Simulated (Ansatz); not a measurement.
**Worked example: a bond strength in GeH2Cl2 (dichlorogermane)**

GeH2Cl2: 5 atoms, total charge 0, spin state singlet. SMILES: `[Cl][GeH2][Cl]`. Geometry: optimised at wB97X-V/def2-SVP.

```xyz
5

Cl   -1.7743   -0.1593    0.9808
Ge    0.0275    0.0807   -0.1570
Cl    1.5813   -1.0331    0.8144
H    -0.1975   -0.5196   -1.5423
H     0.4130    1.5576   -0.1374
```

Wanted: the dissociation energy of the H5–Ge2 bond into doublet H and doublet GeHCl2 (shapes relaxed at wB97X-V/def2-SVP, no zero-point term). 1 Eh = 2625.50 kJ/mol = 27.2114 eV. Totals in Eh; open shells run unrestricted unless said.

```tsv
level	program	GeH2Cl2	doublet H	doublet GeHCl2
PBE/def2-TZVP	Ansatz	-2998.017603	-0.499616	-2997.391016
B3LYP/def2-TZVP	Ansatz	-2998.790464	-0.502154	-2998.156133
wB97M-V/def2-TZVP	Ansatz	-2998.547937	-0.494111	-2997.917846
```

Q: Work out the dissociation energy at each level.

A: 
1. PBE/def2-TZVP: (-0.499616) + (-2997.391016) − (-2998.017603) = 0.126971 Eh = 333.4 kJ/mol = 3.46 eV.
2. B3LYP/def2-TZVP: (-0.502154) + (-2998.156133) − (-2998.790464) = 0.132177 Eh = 347.0 kJ/mol = 3.60 eV.
3. wB97M-V/def2-TZVP: (-0.494111) + (-2997.917846) − (-2998.547937) = 0.135980 Eh = 357.0 kJ/mol = 3.70 eV.

The levels span 333 to 357 kJ/mol; no measured value is set beside them. A bond enthalpy at 298 K also holds the loss of zero-point energy and thermal terms.
